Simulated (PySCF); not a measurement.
Species: C7H12F4.
Atom-mapped SMILES: `[CH3:1][C:2]([CH3:3])([CH2:4][F:5])[CH2:6][CH2:7][C:8]([F:9])([F:10])[F:11]` (hydrogens: H12, H13, H14 on C1; H15, H16, H17 on C3; H18, H19 on C4; H20, H21 on C6; H22, H23 on C7)

A GFN2-xTB structure was refined with PBE0-D3(BJ)/def2-SVP geometry optimisation, gas phase (PySCF 2.14.0). Its GFN2-xTB values:

```csv
coordinate,GFN2-xTB
C1–C2,1.543 Å
C1–H12,1.105 Å
C1–H13,1.052 Å
C2–C4,1.537 Å
C2–C6,1.540 Å
C4–F5,1.352 Å
C4–H18,1.138 Å
C6–C7,1.542 Å
C6–H20,1.085 Å
C7–C8,1.519 Å
C7–H22,1.069 Å
C8–F9,1.347 Å
C1–C2–C4,110.7°
C1–C2–C6,110.4°
C2–C4–F5,113.0°
C2–C6–C7,115.5°
C3–C2–C4,108.0°
C4–C2–C6,109.6°
C6–C7–C8,110.3°
C7–C8–F9,110.9°
C1–C2–C4–F5,49°
C1–C2–C6–C7,-60°
C2–C6–C7–C8,177°
```

**Question.** How do these coordinates change at the PBE0-D3(BJ)/def2-SVP level?

**Answer.** 
```tsv
coordinate	PBE0-D3(BJ)/def2-SVP (Å or °)	change
C1–H13	1.099	+0.047
C4–H18	1.104	-0.034
C7–H22	1.098	+0.029
C4–F5	1.378	+0.026
C6–C7	1.522	-0.020
C6–H20	1.103	+0.018
C7–C8	1.503	-0.016
C1–C2	1.529	-0.014
C2–C4	1.525	-0.012
C8–F9	1.337	-0.010
C1–H12	1.101	-0.004
C2–C6	1.539	-0.001
C6–C7–C8	112.4	+2.1
C4–C2–C6	111.3	+1.7
C1–C2–C4	109.5	-1.2
C3–C2–C4	107.0	-1.0
C2–C6–C7	116.5	+1.0
C2–C4–F5	112.0	-1.0
C1–C2–C6	111.4	+1.0
C7–C8–F9	111.4	+0.5
C1–C2–C4–F5	55	+6
C1–C2–C6–C7	-58	+2
C2–C6–C7–C8	178	+1
```

The energy falls by 0.284 eV over 11 energy and gradient evaluations, the largest force component goes from 0.0469 to 2.4e-04 Eh/bohr, and the atoms move by 0.052 Å rms after alignment. Among the bonds, C1–H13 and C1–H14 change most and about equally (+0.046 to +0.047 Å). Bonds longer at the end by more than 0.005 Å: 11 of 22; shorter: 7. Rotational constants go from 1736, 569.1, 519.8 to 1744, 568.0, 519.4 MHz.

The run used 214 basis functions and 65 SCF cycles in all. Time: 4.4 min; peak memory 0.92 GiB. Hardware: an Arm Neoverse V2 with one thread, shared host.

Whether it is a minimum is left open (no frequencies). One conformer, not necessarily the lowest.

The values belong to the conformer `[CH3:1][C:2]([CH3:3])([CH2:4][F:5])[CH2:6][CH2:7][C:8]([F:9])([F:10])[F:11]`: C1–C2–C4–F5 55°, C1–C2–C6–C7 -58°, C2–C6–C7–C8 178°, C6–C7–C8–F9 179°.
